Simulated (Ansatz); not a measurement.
A run for Ansatz (an electronic-structure program): R-CCSD(T)/cc-pV(T+d)Z on H6OSi2 (SMILES [SiH3]O[SiH3]). The basis file is the Basis Set Exchange's JSON of that set.

Ansatz 0.2 input:
```yaml
crystal:
  periodic: [false, false, false]
  atoms:
    - {symbol: Si, position_ang: [1.54600040, -0.32250573, 0.04969831]}
    - {symbol: O, position_ang: [-0.01357430, -0.18105792, -0.42558390]}
    - {symbol: Si, position_ang: [-1.54805813, 0.29501397, -0.11431686]}
    - {symbol: H, position_ang: [2.30881521, -0.96400270, -1.04181038]}
    - {symbol: H, position_ang: [2.11480203, 1.01572250, 0.33461333]}
    - {symbol: H, position_ang: [1.63206672, -1.15434095, 1.27289395]}
    - {symbol: H, position_ang: [-2.06995094, -0.41560145, 1.07657350]}
    - {symbol: H, position_ang: [-2.38309722, -0.02775720, -1.29046550]}
    - {symbol: H, position_ang: [-1.58700376, 1.75452948, 0.13839756]}
basis:
  gaussian:
    orbitals: cc-pV_T+d_Z.json
magnetization: {spin_polarized: false}
correlation: {method: ccsd_t, electrons: outside_noble_gas}
scf: {lower_state_search: off}
```

Problem. What total energy does the run end on?

Solution. -656.9237 hartree (reference determinant -656.3736, T1 diagnostic 0.011).

Problem. How many basis functions does it have, and what does it roughly cost on one machine?

Solution. 192 functions; very roughly 80 core-seconds.
